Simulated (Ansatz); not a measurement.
`ClC(Cl)I` and `BC(Cl)I` differ in one atom or group.

Ansatz, PBE0-D4/def2-TZVP geometries, multiplicity 1. 

Elements past krypton have def2 core potentials.

| property | `ClC(Cl)I` |
| --- | --- |
| LUMO energy (ωB97M-V/def2-TZVPP) / eV | 0.06 |
| HOMO energy (ωB97M-V/def2-TZVPP) / eV | -9.95 |
| LUMO energy (PBE0/def2-TZVPP) / eV | -1.97 |
| HOMO–LUMO gap (B3LYP/def2-TZVPP) / eV | 5.32 |
| HOMO energy (PBE/def2-TZVPP) / eV | -6.58 |
| size of the dipole moment (PBE/def2-TZVPP) / D | 0.88 |

(1) Give the same properties after the change, and the shifts. (Best estimate.)

Results:

(1) Computed: 
```tsv
property	`BC(Cl)I`	shift
LUMO energy (ωB97M-V/def2-TZVPP) / eV	-0.12	-0.18
HOMO energy (ωB97M-V/def2-TZVPP) / eV	-10.08	-0.13
LUMO energy (PBE0/def2-TZVPP) / eV	-2.08	-0.11
HOMO–LUMO gap (B3LYP/def2-TZVPP) / eV	5.38	0.06
HOMO energy (PBE/def2-TZVPP) / eV	-6.76	-0.18
size of the dipole moment (PBE/def2-TZVPP) / D	1.20	0.32
```

The zero-point energy changes by 53.3 kJ/mol with +6 modes. Dipoles are sizes alone; their direction can turn.

B3LYP here is the variant with VWN-RPA as its local correlation; programs differ in this.

Spin–orbit coupling is left out; it splits and shifts lone-pair levels of the heavy atoms by tenths of an eV.
